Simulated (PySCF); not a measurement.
C₆H₇PS.
Geometry (GFN2-xTB, Å), atoms numbered from 1 in this order:
```
atom  x, y, z in Å
C1     2.8422    0.3583    0.3589
P2     3.1170   -0.8980   -0.7565
C3     1.3947   -1.1021   -1.0764
C4     0.5129   -0.3031   -0.4196
C5    -0.9455   -0.3449   -0.5774
C6    -1.8545    0.0157    0.5688
C7    -1.7473    0.9325   -0.6025
S8     1.2277    0.8400    0.6683
H9     3.6080    0.8859    0.8988
H10    1.0507   -1.8460   -1.7784
H11   -1.2751   -1.1415   -1.2341
H12   -1.3927    0.3188    1.4964
H13   -2.7578   -0.5608    0.6957
H14   -2.5744    0.9927   -1.2930
H15   -1.2104    1.8604   -0.4766
```

Method used: TDDFT CAM-B3LYP/def2-SVPD, vertical, gas phase, core orbitals frozen in the response in PySCF 2.14.0, density-fitted response routines.

Ground-to-excited transition dipoles (e·a0, same axes as the geometry; the sign carries no meaning), for the states with f of 0.002 or more among the lowest 8:

```json
{"state": "S1", "E (hartree)": "0.1746", "μx": "0.416", "μy": "0.467", "μz": "0.443"}
{"state": "S2", "E (hartree)": "0.1909", "μx": "0.561", "μy": "-0.370", "μz": "-0.275"}
{"state": "S3", "E (hartree)": "0.1965", "μx": "-0.010", "μy": "-0.173", "μz": "0.198"}
{"state": "S5", "E (hartree)": "0.2298", "μx": "1.502", "μy": "-0.521", "μz": "-0.308"}
{"state": "S7", "E (hartree)": "0.2345", "μx": "0.011", "μy": "0.071", "μz": "-0.095"}
{"state": "S8", "E (hartree)": "0.2493", "μx": "-0.009", "μy": "-0.199", "μz": "0.195"}
```

Question: What oscillator strength does each state have?

Answer: f = (2/3) ΔE |μ|² with ΔE in hartree (27.2114 eV).

```tsv
state	|μ|² (au)	|μ| (D)	f
S1	0.587	1.95	0.068
S2	0.527	1.85	0.067
S3	0.069	0.67	0.009
S5	2.623	4.12	0.402
S7	0.014	0.30	0.002
S8	0.078	0.71	0.013
```

Question: Which bond between heavy atoms lies closest to the direction of the S5 transition dipole?

Answer: C1–S8, at 3° from it; next C4–C5 at 27°.

Question: What angle do the transition dipoles of S2 and S8 make?

Answer: |cos θ| = |μa·μb| / (|μa| |μb|) = 0.07, so θ ≈ 86° (taken between 0 and 90°, since the signs are arbitrary).

Question: How is the summed strength of these states shared among x, y and z?

Answer: (2/3) Σ ΔE μα² gives 0.406 for x, 0.096 for y and 0.060 for z, 0.561 in all.

Question: What peak molar absorption coefficient would the strongest computed level give as a lone Gaussian band 0.3 eV wide at half height?

Answer: ε(max) = 2.175×10⁸ f / FWHM, with the width in cm⁻¹. S5: 2.175×10⁸ × 0.4019 / 2420 ≈ 36000 L mol⁻¹ cm⁻¹.

One conformer stands for the species.
